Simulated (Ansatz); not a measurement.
`COB(F)[CH2][AlH2]` + `CC(O)O` → `CC(O)[O][AlH2]` + `COB(C)F`  (ligand exchange at the Al–C bond)

Program: Ansatz. Geometries: PBE0-D4/def2-TZVP. ΔE: electronic, gas phase. CCSD(T)/CBS adds triple-zeta CCSD(T) − MP2 to the extrapolated MP2 energy (def2 sets, frozen cores). DFT in def2-TZVPP. B3LYP here is the variant with VWN-RPA as its local correlation; programs differ in this. One conformer a species, not always the lowest.

```csv
level,ΔE (kJ/mol),difference from CCSD(T)/CBS
PBE-D4,-108.6,8.2
r2SCAN-D4,-117.4,-0.6
PBE0-D4,-109.3,7.5
B3LYP-D4,-121.9,-5.1
ωB97X-V,-117.5,-0.7
ωB97M-V,-116.4,0.4
B2PLYP,-123.3,-6.5
PBE,-109.3,7.5
r2SCAN,-117.6,-0.8
PBE0,-109.9,6.9
B3LYP,-123.0,-6.2
HF/def2-TZVPP,-129.0,-12.2
MP2/def2-TZVPP,-118.9,-2.1
SCS-MP2/def2-TZVPP,-122.0,-5.2
CCSD/def2-TZVPP,-118.8,-2.0
CCSD(T)/def2-TZVPP,-117.3,-0.5
HF/def2-QZVPP,-130.2,-13.4
MP2/def2-QZVPP,-119.0,-2.2
SCS-MP2/def2-QZVPP,-122.1,-5.3
HF/CBS(def2),-130.3,-13.5
MP2/CBS(def2),-118.4,-1.6
CCSD/CBS(def2),-118.4,-1.6
CCSD(T)/CBS,-116.8,0
```

Largest T1 diagnostic among the species: 0.012.

In def2-TZVPP, CCSD(T) changes the Hartree–Fock value by +11.8 kJ/mol (the triples alone add +1.6 kJ/mol) and MP2 by +10.2 kJ/mol.
